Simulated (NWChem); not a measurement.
# One site exchanged: Br, I, Cl, F

Each species was optimised at PBE0/def2-SVP with NWChem, gas phase unless a solvent is named. This build's default masses of Se (78.918 u) and Br (79.917 u) are each other's, which moves their modes by up to 0.6 %. For some, no frequency run checked for a minimum. def2 effective core potentials on I; no spin-orbit coupling.

A: F[Se]Br (SeBrF)
B: F[Se]I (SeIF)
C: F[Se]Cl (SeClF)
D: F[Se]F (SeF2)

```
quantity                                                  A (Br)  B (I)  C (Cl)  D (F)
--------------------------------------------------------  ------  -----  ------  -----
Pauling electronegativity of the site (pymatgen's table)    2.96   2.66    3.16   3.98
electrons in the molecule                                     78     96      60     52
dipole (D), PBE0/def2-SVP                                   1.59   1.62    1.72   2.15
orbital gap (eV), PBE0/def2-SVP                             4.35   3.85    4.68   4.92
vertical ionisation energy, ΔSCF, PBE/def2-SVP (eV)         9.01   8.68    9.21   9.55
vertical ionisation energy, ΔSCF, PBE0/def2-SVP (eV)        9.40   9.07    9.60   9.95
static polarisability, PBE0/def2-SVPD (bohr³)               51.0   64.8    43.0   28.9
lowest singlet excitation, PBE0/def2-SVPD, TDA (eV)         2.70   2.38    2.88   2.96
```

“Dipole (D), PBE0/def2-SVP” runs from 1.59 in A (Br) to 2.15 in D (F), in no step with either the site's electronegativity or the electron count. “Orbital gap (eV), PBE0/def2-SVP” runs from 3.85 in B (I) to 4.92 in D (F), rising in step with the site's electronegativity. “Vertical ionisation energy, ΔSCF, PBE/def2-SVP (eV)” runs from 8.68 in B (I) to 9.55 in D (F), rising in step with the site's electronegativity. “Vertical ionisation energy, ΔSCF, PBE0/def2-SVP (eV)” runs from 9.07 in B (I) to 9.95 in D (F), rising in step with the site's electronegativity. “Static polarisability, PBE0/def2-SVPD (bohr³)” runs from 28.9 in D (F) to 64.8 in B (I), falling in step with the site's electronegativity. “Lowest singlet excitation, PBE0/def2-SVPD, TDA (eV)” runs from 2.38 in B (I) to 2.96 in D (F), rising in step with the site's electronegativity. The order by orbital gap (eV) is the same as the order by lowest singlet excitation. The order by vertical ionisation energy is the reverse of the order by static polarisability.

These are trends among computed rows of three or four species; they are not measurements.
